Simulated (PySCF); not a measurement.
Ge(H)2(Br)(Me) (CH₅BrGe), SMILES [Br][GeH2][CH3]. Heavy atoms are numbered as in [GeH2:1]([CH3:2])[Br:3]. Hydrogens are named by the atom that carries them.

The structure is a stationary point at PBE0-D3(BJ)/def2-SVP.

Calculation: PBE0/pcSseg-1 (PySCF).

GIAO shieldings, no solvent; atoms alike by connectivity are averaged. δ = σ(ref) − σ: ⁷³Ge against GeH4 (σ = 1658.3 ppm); ¹³C against TMS (σ = 186.3 ppm); ¹H against TMS (σ = 31.56 ppm), references at their B3LYP-D3(BJ)/def2-TZVP geometries, non-relativistic (without spin–orbit terms, shifts of atoms bonded to Cl or Br come out too high).

```
atoms       nucleus  count  δ (ppm)
----------  -------  -----  -------
Ge1 (GeH2)     ⁷³Ge      1    305.7
C2 (CH3)        ¹³C      1      4.8
H on Ge1         ¹H      2        …
H on C2          ¹H      3        …
```

### Question
Some entries are withheld; supply them. (The exact figures need the calculation; the answer reports its results.)

### Answer

- H on Ge1, δ (ppm): 5.59
- H on C2, δ (ppm): 1.04
